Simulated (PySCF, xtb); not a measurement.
C₄H₇FO, SMILES C[C@@]1(O)C[C@H]1F. Other conformers were not sampled.

Harmonic wavenumbers (cm⁻¹) from GFN2-xTB (xtb) at its own minimum, in rising order: 158, 197, 242, 271, 376, 393, 448, 496, 753, 833, 904, 920, 991, 1010, 1042, 1074, 1091, 1144, 1212, 1240, 1283, 1380, 1405, 1455, 1476, 1487, 3007, 3035, 3062, 3065, 3097, 3120, 3519.

Task: What does PBE-D3(BJ)/def2-SVP in PySCF give at its own minimum? (The exact figures need the calculation; the answer reports its results.)

Result: 194, 202, 247, 313, 373, 402, 453, 505, 709, 808, 865, 884, 944, 962, 1015, 1046, 1065, 1145, 1203, 1264, 1295, 1334, 1352, 1403, 1404, 1465, 2968, 3053, 3063, 3087, 3089, 3168, 3673. Paired by order, the mean absolute difference is 31 cm⁻¹ and the zero-point energies are 64.6 and 64.3 kcal/mol.
